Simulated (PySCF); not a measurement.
[MnF4]-: Mn(III) (d4), charge -1. The structure is a model geometry with rigid ligands and bond lengths from ionic radii, not a minimum; coordination tetrahedral, point group Td, metal–donor distances 1.82 Å.

```
5

Mn    0.0000    0.0000    0.0000
F     1.0537    1.0537    1.0537
F    -1.0537   -1.0537    1.0537
F    -1.0537    1.0537   -1.0537
F     1.0537   -1.0537   -1.0537
```

Method (PySCF 2.14, density fitting): CASSCF(4,5) with orbitals averaged over all microstates of the shell, strongly contracted NEVPT2 on the averaged canonical orbitals; basis x2c-TZVPall on the metal, x2c-SVPall elsewhere; spin-free X2C; gas phase; spin-orbit coupling by state interaction with the mean-field operator over all roots.

**Question.** What is the ground state?

**Answer.** 5T2 (S = 2, orbital degeneracy 3), with 2.0 electrons in the lower (e-type) set and 2.0 in the upper (t2-type) set, by NEVPT2.

**Question.** List the excited states of the same spin.

**Answer.** By NEVPT2: 5E at 8561 cm⁻¹ (1168 nm). The strongest, at 8561 cm⁻¹, has f = 1.9e-04.

**Question.** Which is the lowest state of another spin?

**Answer.** 3T1 at 13943 cm⁻¹ by NEVPT2; CASSCF alone puts it at 16686 cm⁻¹ above the same ground state.

**Question.** What ligand-field parameters describe the result?

**Answer.** At CASSCF level (the NEVPT2 levels don't fit a ligand-field model well): orbital energies 0, 0, 6609, 6609, 6609 cm⁻¹; 10Dq = 6609 cm⁻¹; B = 1086 cm⁻¹; C = 4120 cm⁻¹; B over its free-ion value at the same level 0.886; rms of the fit 222 cm⁻¹; ζ = 328 cm⁻¹ (free ion 363).

**Question.** What magnetic behaviour follows?

**Answer.** Degenerate or low-lying orbital states mix with the ground state, so no spin-only Hamiltonian applies. The lowest spin-orbit level is 1-fold; the next lies at 17.9 cm⁻¹. μeff is 4.54 μB at 300 K and 3.08 μB at 10 K; the spin-only value is 4.90 μB.

The geometry is a model, and the complex may not exist in this form. The ground state is orbitally degenerate in this regular structure, which would distort (Jahn–Teller), so its moment is that of the undistorted model. NEVPT2 lifts 5E from 7062 to 8561 cm⁻¹; on the d shell alone such lifts tend to overshoot. NEVPT2 on the d shell alone tends to put d–d bands too high for such charged or covalently bound ions. Gaps between spin states lean to high spin in this active space.

The job took 7.8 s on one thread of Arm Neoverse V2 (shared host), with 104 basis functions, launched as `OMP_NUM_THREADS=1 python lf_run.py task.json out`.
